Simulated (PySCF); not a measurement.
Coordinates in bohr (charge 0 multiplicity 3):
```
Rh   -0.0112    0.0000    0.0000
H     2.8696    0.0000    0.0000
H    -0.8638    2.9433    0.0000
H    -0.8639   -2.9432    0.0000
```

These are results of UPBE0 in PySCF with Rh x2c-TZVPall, H x2c-TZVPall; spin-free X2C, no spin–orbit coupling; density-fitted integrals, not measurements.

This geometry of RhH₃ is a stationary point at this level.

What is the point group?

C2v.

Is it a minimum?

No: it has 2 imaginary modes, at 639i cm⁻¹ (b1), 265i cm⁻¹ (b2).

List the harmonic modes with their infrared intensities.


| symmetry | ω (cm⁻¹) | IR (km/mol) | type |
| --- | --- | --- | --- |
| b1 | 639i | – | bend |
| b2 | 265i | – | bend |
| a1 | 954 | 35.7 | bend |
| b2 | 1680 | 97.1 | stretch |
| a1 | 1940 | 47.4 | stretch |
| a1 | 2213 | 44.0 | stretch |

What are the dipole moment and the gap between the highest occupied and lowest empty levels of either spin?

0.46 D and 3.42 eV.

In C2v the vibrations span b1 + 2b2 + 3a1. Here b1 is antisymmetric to the molecular plane and b2 lies in it.

Only a few start shapes were tried, so a lower isomer may exist. Open d and f shells are described by one determinant, and the ground state may have another occupation or spin. At this level a singlet minimum of C3v symmetry lies 179 kJ/mol below this structure.
